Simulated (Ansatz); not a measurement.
Consider the formal exchange of groups at the Si–O bond: `O[SiH]1CCO1` + `CC1CCCC1` → `C[SiH]1CCO1` + `OC1CCCC1`.

Calculated with Ansatz (gas phase, PBE0-D4/def2-TZVP geometries, no zero-point term in ΔE). CCSD(T)/CBS adds triple-zeta CCSD(T) − MP2 to the extrapolated MP2 energy (def2 sets, frozen cores). Functionals use def2-TZVPP. One conformer a species, not always the lowest.

```json
{"species": "`O[SiH]1CCO1`", "B2PLYP energy (Eh)": "-519.65516"}
{"species": "`CC1CCCC1`", "B2PLYP energy (Eh)": "-235.72345"}
{"species": "`C[SiH]1CCO1`", "B2PLYP energy (Eh)": "-483.68166"}
{"species": "`OC1CCCC1`", "B2PLYP energy (Eh)": "-271.63960"}
```

Q: Work out ΔE.

A: ΔE = (-483.68166) + (-271.63960) − (-519.65516) − (-235.72345) = 0.05735 Eh = +150.6 kJ/mol. CCSD(T)/CBS gives +151.6 kJ/mol.

Largest T1 diagnostic among the species: 0.012.

From PBE to PBE0 (25 % exact exchange), in def2-TZVPP and without D4, ΔE moves by +5.0 kJ/mol.
